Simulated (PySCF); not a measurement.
**Basis-set dependence of excited states**

Compound: C₃H₁₀OSi.
Geometry (PBE0-D3(BJ)/def2-SVP, Å), atoms numbered from 1 in this order:
```xyz
15
C3H10OSi angstrom
C     -0.3020    1.3804   -1.0886
Si    -0.2179    0.0184    0.2022
C     -0.6811   -1.6323   -0.5383
C      1.5063   -0.0446    0.9448
O     -1.3573    0.2921    1.4052
H      0.4140    1.1995   -1.9064
H     -0.0657    2.3656   -0.6545
H     -1.3105    1.4389   -1.5275
H     -0.6489   -2.4250    0.2251
H      0.0110   -1.9104   -1.3488
H     -1.7002   -1.6033   -0.9538
H      2.2654   -0.2471    0.1721
H      1.7751    0.9074    1.4309
H      1.5738   -0.8406    1.7031
H     -1.2709    1.1170    1.8904
```

TDDFT with PBE0 (PySCF), vertical singlets, core orbitals frozen in the response, spherical d and f functions. Isolated species at its PBE0-D3(BJ)/def2-SVP geometry, gas phase.

Problem. How do the low singlets change with the basis? Take 6-31G*, 6-31+G*, def2-SVP, def2-SVPD, aug-cc-pVDZ, def2-TZVP and def2-TZVPD.

Solution. 

```csv
basis,functions,diffuse,S1 (eV),S2 (eV),S3 (eV),S4 (eV),S5 (eV),LUMO (eV),α (au)
6-31G*,94,no,7.93,8.59,8.93,9.33,9.42,1.82,54.5
6-31+G*,114,yes,6.67,7.17,7.44,7.82,7.89,-0.18,63.0
def2-SVP,124,no,7.76,8.37,8.56,9.02,9.26,1.33,57.2
def2-SVPD,187,yes,7.04,7.55,7.95,8.35,8.50,0.23,67.5
aug-cc-pVDZ,209,yes,6.60,7.10,7.30,7.60,7.62,-0.30,69.3
def2-TZVP,221,no,7.35,7.87,8.18,8.58,8.80,0.69,65.0
def2-TZVPD,284,yes,6.80,7.27,7.63,7.99,8.06,-0.06,68.7
```

States are compared by their number. Against the largest diffuse basis here (def2-TZVPD, itself not a converged limit), sets without diffuse functions differ by up to 1.13 eV in S1 and 1.36 eV in S5; the smaller diffuse sets differ by up to 0.25 and 0.44 eV. State by state, the largest deviation of a set without diffuse functions is S1 1.13, S2 1.32, S3 1.30, S4 1.34, S5 1.36 eV. The same number needn't mean the same state in each row. Against def2-TZVPD the polarisability deviates by -21% in 6-31G*, -8% in 6-31+G*, -17% in def2-SVP, -2% in def2-SVPD, +1% in aug-cc-pVDZ, -5% in def2-TZVP. A single + in a Pople set puts diffuse functions on heavy atoms only.

Without π bonds the low states may be Rydberg-like; a valence basis with one diffuse set may place them up to an eV too high.
